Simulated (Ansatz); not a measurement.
Relaxation of H4OSn (6 atoms, charge 0, multiplicity 1), to a largest force component of 0.03 eV/Å in at most 50 steps.

Level of theory: Ansatz, RKS B3LYP-D4/def2-TZVP.

```xyz
6
Properties=species:S:1:pos:R:3
Sn -1.058 0.165 0.491
H 1.723 0.020 1.435
H 1.870 0.190 0.762
H -0.245 1.123 -0.774
O -0.976 -1.487 -0.642
H -1.376 -2.256 -0.221
```

Where does it end, and by what steps?

The forces met the threshold. After 5 steps the energy has fallen by 0.028 eV; H3 moved furthest, 0.05 Å.

```json
{"step": "0", "energy less start (eV)": "0.0000", "largest force component (eV/Å)": "1.432", "accepted": "yes"}
{"step": "1", "energy less start (eV)": "-0.0077", "largest force component (eV/Å)": "0.598", "accepted": "yes"}
{"step": "2", "energy less start (eV)": "0.0892", "largest force component (eV/Å)": "1.644", "accepted": "no"}
{"step": "3", "energy less start (eV)": "-0.0264", "largest force component (eV/Å)": "0.080", "accepted": "yes"}
{"step": "4", "energy less start (eV)": "-0.0269", "largest force component (eV/Å)": "0.080", "accepted": "yes"}
{"step": "5", "energy less start (eV)": "-0.0280", "largest force component (eV/Å)": "0.006", "accepted": "yes"}
```

```xyz
6
Properties=species:S:1:pos:R:3
Sn -1.076 0.164 0.481
H 1.756 -0.005 1.452
H 1.859 0.235 0.752
H -0.229 1.111 -0.769
O -0.985 -1.491 -0.644
H -1.387 -2.258 -0.222
```

Whether the end is a true minimum wasn't checked by a vibrational analysis.

The run took 8.4 s on 2 threads of Arm Neoverse V2, with other jobs on the host, peak memory 0.16 GiB.
